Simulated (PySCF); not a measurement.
PySCF job for Sb(Cl)3 cation (Cl3Sb), SMILES [Sb]([Cl])([Cl])[Cl] (connectivity only; charge and spin as stated), charge +1, multiplicity 2, TDA-CAM-B3LYP/def2-SVPD. The structure is a stationary point at r2SCAN-D4/def2-SVP. The multiplicity is an assumed one; other spin states were not compared. The isomer is the one that the SMILES or the coordinates give; other isomers of the formula were not compared. The def2 effective core potentials stand for the cores of Sb; spin–orbit coupling is left out.

```python
import numpy as np
from pyscf import gto, scf, dft, tdscf

mol = gto.M(
    atom='''
    Sb    0.00000000    0.00000000    0.43255814
    Cl    1.86082658   -1.07434873   -0.43255814
    Cl   -1.86082658   -1.07434873   -0.43255814
    Cl   -0.00000001    2.14869745   -0.43255814
    ''',
    basis='def2-SVPD',
    ecp={'Sb': 'def2-svp'},
    charge=1,
    spin=1,
    max_memory=1600,
    verbose=4,
)
mf = dft.UKS(mol, xc='cam-b3lyp').density_fit(auxbasis='def2-universal-jkfit')
mf.grids.level = 3
mf.conv_tol = 1e-9
mf.max_cycle = 100
mf.kernel()
fine, coarse = mf.grids, dft.Grids(mol).set(level=1).build(with_non0tab=True)
for _ in range(3):  # follow internal instabilities
    mf.grids = coarse
    mo, _, stable, _ = mf.stability(return_status=True, nroots=4)
    mf.grids = fine
    if stable:
        break
    mf.kernel(mf.make_rdm1(mo, mf.mo_occ))
mf.grids = dft.Grids(mol).set(level=1).build(with_non0tab=True)  # coarser grid for the response kernel
td = tdscf.TDA(mf)
td.nstates = 10
td.conv_tol = 1e-4
td.kernel(x0=td.get_init_guess(mf, 15))
td.analyze(verbose=3)
```

Program output:

```
PySCF version 2.14.0

[INPUT] verbose = 4
[INPUT] num. atoms = 4
[INPUT] num. electrons = 73
[INPUT] charge = 1
[INPUT] spin (= nelec alpha-beta = 2S) = 1
[INPUT] symmetry False subgroup None
[INPUT] Mole.unit = angstrom
[INPUT] Symbol           X                Y                Z      unit          X                Y                Z       unit  Magmom
[INPUT]  1 Sb     0.000000000000   0.000000000000   0.432558140000 AA    0.000000000000   0.000000000000   0.817416417551 Bohr   0.0
[INPUT]  2 Cl     1.860826580000  -1.074348730000  -0.432558140000 AA    3.516452601511  -2.030224861974  -0.817416417551 Bohr   0.0
[INPUT]  3 Cl    -1.860826580000  -1.074348730000  -0.432558140000 AA   -3.516452601511  -2.030224861974  -0.817416417551 Bohr   0.0
[INPUT]  4 Cl    -0.000000010000   2.148697450000  -0.432558140000 AA   -0.000000018897   4.060449705051  -0.817416417551 Bohr   0.0

nuclear repulsion = 391.256823992691
number of shells = 45
number of NR pGTOs = 202
number of NR cGTOs = 113
basis = def2-SVPD
ecp = {'Sb': 'def2-svp'}


[settings echo left out]
init E= -1595.1126363401
  alpha nocc = 37  HOMO = -0.737099226982081  LUMO = -0.626256246164976
  beta  nocc = 36  HOMO = -0.743695161296885  LUMO = -0.737099226982085

WARN: HOMO -0.737099226982081 >= LUMO -0.737099226982085

cycle= 1 E= -1618.48187928159  delta_E= -23.4  |g|= 1.89  |ddm|= 7.57
  alpha nocc = 37  HOMO = -0.20591372995267  LUMO = -0.109478684792985
  beta  nocc = 36  HOMO = -0.539690612766569  LUMO = -0.203638636537882
  HOMO = -0.205913729953  LUMO = -0.203638636538  gap/eV = 0.06191
cycle= 2 E= -1618.24664692102  delta_E= 0.235  |g|= 1.93  |ddm|= 5.35
  alpha nocc = 37  HOMO = -0.523706505532765  LUMO = -0.252691593155469
  beta  nocc = 36  HOMO = -0.513136900832089  LUMO = -0.481744002406097
  HOMO = -0.513136900832  LUMO = -0.481744002406  gap/eV = 0.85424
cycle= 3 E= -1620.17566629886  delta_E= -1.93  |g|= 0.125  |ddm|= 2.29
  alpha nocc = 37  HOMO = -0.579371310378853  LUMO = -0.258312359288915
  beta  nocc = 36  HOMO = -0.598275224571981  LUMO = -0.426752282055389
  HOMO = -0.579371310379  LUMO = -0.426752282055  gap/eV = 4.15298
cycle= 4 E= -1620.18765064488  delta_E= -0.012  |g|= 0.0496  |ddm|= 0.299
  alpha nocc = 37  HOMO = -0.579020380121304  LUMO = -0.258051170302502
  beta  nocc = 36  HOMO = -0.602354860450687  LUMO = -0.41491875073622
  HOMO = -0.579020380121  LUMO = -0.414918750736  gap/eV = 4.46543
cycle= 5 E= -1620.18939947029  delta_E= -0.00175  |g|= 0.0151  |ddm|= 0.0895
  alpha nocc = 37  HOMO = -0.577471952412386  LUMO = -0.254856230940022
  beta  nocc = 36  HOMO = -0.602337455390434  LUMO = -0.41068262010878
  HOMO = -0.577471952412  LUMO = -0.410682620109  gap/eV = 4.53857
cycle= 6 E= -1620.18982883769  delta_E= -0.000429  |g|= 0.0051  |ddm|= 0.0476
  alpha nocc = 37  HOMO = -0.578603745414791  LUMO = -0.255662944873049
  beta  nocc = 36  HOMO = -0.602402503317951  LUMO = -0.410930338817074
  HOMO = -0.578603745415  LUMO = -0.410930338817  gap/eV = 4.56263
cycle= 7 E= -1620.18994382633  delta_E= -0.000115  |g|= 0.00218  |ddm|= 0.0294
  alpha nocc = 37  HOMO = -0.578715851009746  LUMO = -0.255598628988119
  beta  nocc = 36  HOMO = -0.602450849440283  LUMO = -0.410690884645653
  HOMO = -0.57871585101  LUMO = -0.410690884646  gap/eV = 4.57219
cycle= 8 E= -1620.18996560572  delta_E= -2.18e-05  |g|= 0.0011  |ddm|= 0.0147
  alpha nocc = 37  HOMO = -0.578684082723626  LUMO = -0.255651482632148
  beta  nocc = 36  HOMO = -0.60254817853885  LUMO = -0.410619820878345
  HOMO = -0.578684082724  LUMO = -0.410619820878  gap/eV = 4.57326
cycle= 9 E= -1620.18996836313  delta_E= -2.76e-06  |g|= 0.000308  |ddm|= 0.00492
  alpha nocc = 37  HOMO = -0.578616256404585  LUMO = -0.255613924656262
  beta  nocc = 36  HOMO = -0.602470712597246  LUMO = -0.410624975437841
  HOMO = -0.578616256405  LUMO = -0.410624975438  gap/eV = 4.57128
cycle= 10 E= -1620.18996878625  delta_E= -4.23e-07  |g|= 5.87e-05  |ddm|= 0.00264
  alpha nocc = 37  HOMO = -0.578618870429253  LUMO = -0.255630110070746
  beta  nocc = 36  HOMO = -0.602476815611264  LUMO = -0.410649174549384
  HOMO = -0.578618870429  LUMO = -0.410649174549  gap/eV = 4.57069
cycle= 11 E= -1620.18996879797  delta_E= -1.17e-08  |g|= 1.65e-05  |ddm|= 0.000382
  alpha nocc = 37  HOMO = -0.578614668443969  LUMO = -0.255628817091583
  beta  nocc = 36  HOMO = -0.602473457628689  LUMO = -0.410648449223302
  HOMO = -0.578614668444  LUMO = -0.410648449223  gap/eV = 4.57059
cycle= 12 E= -1620.18996879844  delta_E= -4.63e-10  |g|= 7.07e-06  |ddm|= 5.06e-05
  alpha nocc = 37  HOMO = -0.57861430537379  LUMO = -0.255628978383205
  beta  nocc = 36  HOMO = -0.602474769459118  LUMO = -0.410648949926724
  HOMO = -0.578614305374  LUMO = -0.410648949927  gap/eV = 4.57057
Extra cycle  E= -1620.18996879851  delta_E= -7.59e-11  |g|= 5.67e-06  |ddm|= 2.1e-05
converged SCF energy = -1620.18996879851  <S^2> = 0.76318296  2S+1 = 2.0131398
tot grids = 26976
uhf_internal: lowest eigs of H = [0.11194283 0.12429691 0.12433097 0.14374557]
<class 'pyscf.df.df_jk.DFUKS'> wavefunction is stable in the internal stability analysis
tot grids = 26976


******** <class 'pyscf.tdscf.uks.TDA'> for <class 'pyscf.df.df_jk.DFUKS'> ********
nstates = 10
deg_eia_thresh = 1.000e-03
wfnsym = None
conv_tol = 0.0001
eigh lindep = 1e-12
eigh level_shift = 0
eigh max_cycle = 100


Excitation energies (eV)
[1.59380354 1.78184965 1.78185273 2.12908898 2.12908952 2.95051543
 4.05564361 4.05568984 4.82802887 5.3480406 ]

** Excitation energies and oscillator strengths **
Excited State   1:      1.59380 eV    777.91 nm  f=0.0000
Excited State   2:      1.78185 eV    695.82 nm  f=0.0024
Excited State   3:      1.78185 eV    695.82 nm  f=0.0024
Excited State   4:      2.12909 eV    582.33 nm  f=0.0167
Excited State   5:      2.12909 eV    582.33 nm  f=0.0167
Excited State   6:      2.95052 eV    420.21 nm  f=0.0101
Excited State   7:      4.05564 eV    305.71 nm  f=0.0310
Excited State   8:      4.05569 eV    305.70 nm  f=0.0310
Excited State   9:      4.82803 eV    256.80 nm  f=0.0170
Excited State  10:      5.34804 eV    231.83 nm  f=0.0000
```

The calculation finished and met its thresholds.
